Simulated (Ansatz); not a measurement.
Cost and result for the atomization energy of CH₇BOSSi (12 atoms, 12 bonds).

```
atom   x (Å)   y (Å)   z (Å)
  B1   0.261  -0.623   1.342
 Si2  -0.683  -1.716   0.021
  S3   1.037  -0.383  -0.493
  C4   0.150   1.164  -0.970
  O5   0.648   2.255  -0.291
  H6   1.054  -1.177   2.044
  H7  -0.246   0.403   1.710
  H8  -1.822  -1.264  -0.818
  H9  -0.288  -3.092  -0.367
 H10   0.333   1.315  -2.034
 H11  -0.917   0.993  -0.794
 H12   0.472   2.125   0.649
```

Charge 0, multiplicity 1. The bonds changed during the relaxation, so this is another structure than the one it started from. The geometry is a stationary point of PBE0-D4/def2-TZVP. It is one conformer, not always the lowest. Program: Ansatz. All runs use 4 threads of an Arm Neoverse V1 on a shared host. Times are those of one run each, without the atoms' runs, and a repeat can differ threefold. Electronic energies, without spin–orbit coupling; frozen cores. CCSD(T)/CBS adds CCSD(T) − MP2 in def2-TZVPP to the MP2 limit, and its time is that of the two runs behind it. T1 = 0.013. B3LYP takes the VWN-RPA correlation (the form of Gaussian; ORCA's B3LYP/G).

CCSD(T)/CBS is a level of theory with its own doubt, some kJ/mol a heavy atom from the limit and from the frozen cores, so smaller differences don't rank the functionals.

```
                             level  functions  wall time  atomization (kcal/mol)  difference from CCSD(T)/CBS  per bond
   PBE-D4/def2-TZVPP (with forces)        275      3.3 s                   990.5                         21.3       1.8
                PBE0-D4/def2-TZVPP        275      3.9 s                   973.8                          4.6       0.4
r2SCAN-D4/def2-TZVPP (with forces)        275      6.5 s                   978.3                          9.1       0.8
 B3LYP-D4/def2-TZVPP (with forces)        275      6.5 s                   968.5                         -0.7      -0.1
                 B2PLYP/def2-TZVPP        275      7.5 s                   955.8                        -13.4      -1.1
                ωB97X-V/def2-TZVPP        275        9 s                   974.7                          5.5       0.5
  ωB97M-V/def2-TZVPP (with forces)        275       14 s                   975.2                          6.0       0.5
                    MP2/def2-QZVPP        521       30 s                   971.6                          2.4       0.2
                CCSD(T)/def2-TZVPP        275    3.5 min                   942.8                        -26.4      -2.2
                 CCSD(T)/CBS(def2)          –      4 min                   969.2                          0.0       0.0
```

From PBE to PBE0 (25 % exact exchange), in def2-TZVPP and without D4, the atomization energy moves by −15.6 kcal/mol: exact exchange takes away binding that semilocal exchange gives to molecules. In def2-TZVPP, CCSD(T) changes the Hartree–Fock value by +247.8 kcal/mol (the triples alone add +16.3 kcal/mol) and MP2 by +261.1 kcal/mol; breaking electron pairs costs correlation energy, which Hartree–Fock lacks. The D4 term adds +11.4 kcal/mol with B3LYP and +5.9 kcal/mol with PBE0; it sums over pairs of atoms, weighted by their polarisabilities, and B3LYP, whose exchange is more repulsive, gets the larger term.
